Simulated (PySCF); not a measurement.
Molecule: 1,1,2-trifluorobuta-1,3-diene, C4H3F3.

Cartesian coordinates in Å; atom numbers follow the order of the lines, from 1:
```xyz
10

C     1.7817    0.5046    0.5235
C     0.6397   -0.1590    0.6653
C    -0.5519    0.1480   -0.0983
F    -0.4774    1.1572   -0.9871
C    -1.7165   -0.4970    0.0170
F    -2.8206   -0.2395   -0.6646
F    -1.9057   -1.5065    0.8588
H     2.6506    0.2548    1.1047
H     1.8770    1.3159   -0.1784
H     0.5320   -0.9739    1.3654
```

Frames of a GFN2-xTB Langevin trajectory at 600 K; GIAO PBE0/pcSseg-1 shieldings in PySCF, gas phase, non-relativistic; equivalent atoms averaged within each frame.

References, each an isolated molecule treated in the same way: 13C (σ = 186.93 ppm) and 1H (σ = 31.72 ppm) against TMS; 19F (σ = 170.95 ppm) vs CFCl3. The references are static minima.

Q: How do the shifts (ppm) fluctuate along the trajectory?

A: 
```
         time (fs)     C5     C3     C2     C1      F6      F7      F4   H10    H9    H8
optimised geometry  167.8  138.5  129.7  121.3  -103.3  -119.9  -200.7  6.50  5.93  5.67
               250  175.8  138.4  132.1  125.0   -80.6   -99.3  -191.9  7.19  6.54  5.83
               425  170.4  150.1  138.3  129.7   -93.6  -116.9  -159.9  6.98  5.44  5.69
               625  173.9  151.7  145.3  136.5   -95.5  -101.2  -133.0  7.24  6.75  6.44
               800  151.4  134.2  135.7  119.2  -115.2  -127.2  -195.1  7.07  6.37  5.54
              1000  174.7  148.4  136.3  130.3   -84.2  -110.6  -173.2  6.89  6.22  5.85
    mean of frames  169.2  144.6  137.6  128.1   -93.8  -111.0  -170.6  7.08  6.27  5.87
standard deviation   10.2    7.8    4.9    6.5    13.5    11.5    25.5  0.14  0.50  0.34
```

5 frames give an uncertainty of the mean of about the standard deviation over 2.2 at best, since frames this close in time may not be independent; classical motion lacks zero-point vibration, and the reference would need the same averaging.
